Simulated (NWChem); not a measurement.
## Correlation energy of H₃BN

```
N
H 1 1.0132
H 1 1.0169 2 113.08
B 1 1.3774 2 123.29 3 180.00
H 4 1.2083 1 125.15 2 180.00
```
Charge 0, spin multiplicity 2.

Program: NWChem. All single points use one geometry, from UPBE0/def2-SVP, a minimum by its harmonic frequencies. It is one conformer; others weren't searched.

Basis set: cc-pVDZ. Each correlation energy counts from its own Hartree-Fock reference.

The correlated methods keep 2 core orbitals frozen. The structure started from a generated list of species. The unpaired electrons of the parent sit in orbitals of symmetry a' (Cs labels of the run); other states weren't searched. No SCF solution was tested for a lower state. Open-shell Hartree-Fock references start from PBE0 orbitals. Coupled-cluster values serve here as a point of comparison, not as the truth.

Problem. For the correlation energy, URI-MP2 gives -239.0 mHa and UMP2 gives -239.1 mHa. What do SCS-UMP2, CCSD on UHF, CCSD[T] on UHF give?

Solution. SCS-UMP2: -238.3 mHa; CCSD on UHF: -263.1 mHa; CCSD[T] on UHF: -270.4 mHa.
